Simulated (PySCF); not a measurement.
A calculated (B2PLYP, PySCF 2.14, cc-pVDZ-X2C, the spin-free X2C one-electron Hamiltonian (Gaussian nucleus)) atom or ion has these occupied shells.

```csv
shell,electrons,orbital energy (eV),"rms radius, mean of both spins (bohr)"
1s α,1,-50256.4,0.0249
1s β,1,-50256.4,0.0249
2s α,1,-8367.6,0.101
2s β,1,-8367.4,0.101
2p α,3,-7457.0,0.0906
2p β,3,-7456.9,0.0906
3s α,1,-1887.4,0.260
3s β,1,-1884.5,0.260
3p α,3,-1601.1,0.261
3p β,3,-1597.9,0.261
3d α,5,-1216.3,0.239
3d β,5,-1213.2,0.239
4s α,1,-400.06,0.589
4s β,1,-392.47,0.589
4p α,3,-304.38,0.625
4p β,3,-296.23,0.625
4d α,5,-169.50,0.690
4d β,5,-159.61,0.690
5s α,1,-66.386,1.45
5s β,1,-63.280,1.45
5p α,3,-41.988,1.71
5p β,3,-39.663,1.71
4f α,7,-23.190,1.02
4f β,1,-17.465,1.02
```

**Question.** Name the element and its charge.

**Answer.** Gd²⁺ (gadolinium, charge +2), in [Xe] 4f8, high-spin 7F determinant (an excited configuration).
